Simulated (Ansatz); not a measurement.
Hf(F)3(NH2) (F₃H₂HfN), SMILES [NH2][Hf]([F])([F])[F], multiplicity 1.

Coordinates come from a PBE-D3(BJ)/def2-SVP optimisation. The multiplicity is an assumed one; no other spin state was optimised. The structure was generated by enumeration; whether it is a known compound was not checked. The def2 effective core potentials stand for the cores of Hf; spin–orbit coupling is left out. One conformer was computed; it need not be the lowest.

Two levels are set side by side: PBE/def2-SVPD (Ansatz, a first-principles code) and PBE0/def2-SVPD (Ansatz). Energy differences of separate SCF runs at the same geometry; the states with an electron removed or added have multiplicity 2 and 2. Differences are taken from unrounded values.

```tsv
quantity	PBE0	PBE	PBE minus PBE0
vertical ionisation energy (eV)	10.55	10.49	-0.07
vertical singlet–triplet gap (eV)	5.68	5.65	-0.04
```

On these quantities the two levels nearly agree.
